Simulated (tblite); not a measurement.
C₃H₁₁FOSi₂.
Atom-mapped SMILES: `[CH3:1][CH:2]([CH3:3])[SiH2:4][O:5][SiH2:6][F:7]` (hydrogens: H8, H9, H10 on C1; H11 on C2; H12, H13, H14 on C3; H15, H16 on Si4; H17, H18 on Si6)

A start from a force field or distance geometry was refined with GFN2-xTB geometry optimisation, gas phase in tblite 0.8.0. Values at the start:

```
coordinate    start
     C1–C2  1.524 Å
     C1–H8  1.108 Å
    C2–Si4  1.847 Å
    C2–H11  1.103 Å
    Si4–O5  1.724 Å
   Si4–H15  1.480 Å
    O5–Si6  1.727 Å
    Si6–F7  1.700 Å
   Si6–H17  1.473 Å
  C1–C2–C3   109.1°
 C1–C2–Si4   106.9°
 C2–Si4–O5   114.0°
Si4–O5–Si6   105.2°
 O5–Si6–F7   105.6°
```

Question: How do these coordinates change at the GFN2-xTB level?

Answer: 
```json
{"coordinate": "O5–Si6", "GFN2-xTB (Å or °)": "1.604", "change": "-0.123"}
{"coordinate": "Si4–O5", "GFN2-xTB (Å or °)": "1.630", "change": "-0.094"}
{"coordinate": "Si6–F7", "GFN2-xTB (Å or °)": "1.606", "change": "-0.094"}
{"coordinate": "C2–Si4", "GFN2-xTB (Å or °)": "1.906", "change": "+0.059"}
{"coordinate": "Si6–H17", "GFN2-xTB (Å or °)": "1.448", "change": "-0.025"}
{"coordinate": "C1–H8", "GFN2-xTB (Å or °)": "1.089", "change": "-0.019"}
{"coordinate": "Si4–H15", "GFN2-xTB (Å or °)": "1.463", "change": "-0.017"}
{"coordinate": "C2–H11", "GFN2-xTB (Å or °)": "1.097", "change": "-0.006"}
{"coordinate": "C1–C2", "GFN2-xTB (Å or °)": "1.528", "change": "+0.004"}
{"coordinate": "Si4–O5–Si6", "GFN2-xTB (Å or °)": "159.3", "change": "+54.1"}
{"coordinate": "C1–C2–Si4", "GFN2-xTB (Å or °)": "111.3", "change": "+4.4"}
{"coordinate": "C2–Si4–O5", "GFN2-xTB (Å or °)": "110.3", "change": "-3.7"}
{"coordinate": "O5–Si6–F7", "GFN2-xTB (Å or °)": "108.0", "change": "+2.4"}
{"coordinate": "C1–C2–C3", "GFN2-xTB (Å or °)": "110.2", "change": "+1.1"}
```

The energy falls by 39.4 kcal/mol over 210 L-BFGS steps, the largest force on an atom goes from 3.01 to 0.008 eV/Å, and the atoms move by 1.146 Å rms after alignment. The bond that changes most is O5–Si6 (siloxane oxygen to fluorine-bound silicon), which shortens by 0.123 Å. Bonds longer at the end by more than 0.005 Å: 3 of 17; shorter: 13. Among the dihedrals that turn most is C2–Si4–O5–Si6, from -158° to -11°. Rotational constants go from 3952, 809.9, 771.0 to 3059, 927.4, 809.5 MHz.

The run took 4.9 s wall on Intel Xeon at 2.50 GHz, one thread, shared host with 64 logical CPUs at a one-minute load of 61.

Its GFN2-xTB frequencies are all real (lowest 19 cm⁻¹). One conformer, not necessarily the lowest. 3 starts were optimised and ended at 0.00, 0.02 and 0.30 kcal/mol (GFN2-xTB); the lowest of these is shown.

These are computed values.
